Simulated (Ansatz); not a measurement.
A run for Ansatz (an electronic-structure program): U-PBE0/def2-TZVPP on Hg2+, 2S+1 = 4, a spin state set in the input, which need not be the lowest. Charge +1. Elements past Kr take the def2 small-core potentials; no spin–orbit coupling.

Ansatz 0.2 input:
```yaml
crystal:
  periodic: [false, false, false]
  atoms:
    - {symbol: Hg, position_ang: [0.00000000, 0.00000000, 0.00000000]}
    - {symbol: Hg, position_ang: [0.00000000, 0.00000000, 2.78000000]}
basis:
  gaussian:
    orbitals: def2-TZVPP
hamiltonian:
  xc: {name: PBE0}
total_charge: 1
magnetization: {spin_polarized: true, initial_magnetization: 3}
relax: {f_tol: 0.002, max_steps: 120}
```

Problem. What total energy does the run end on?

Solution. -306.5157 hartree.

Problem. How many basis functions does it have, and what does it roughly cost on one machine?

Solution. 118 functions; very roughly 40 core-seconds.
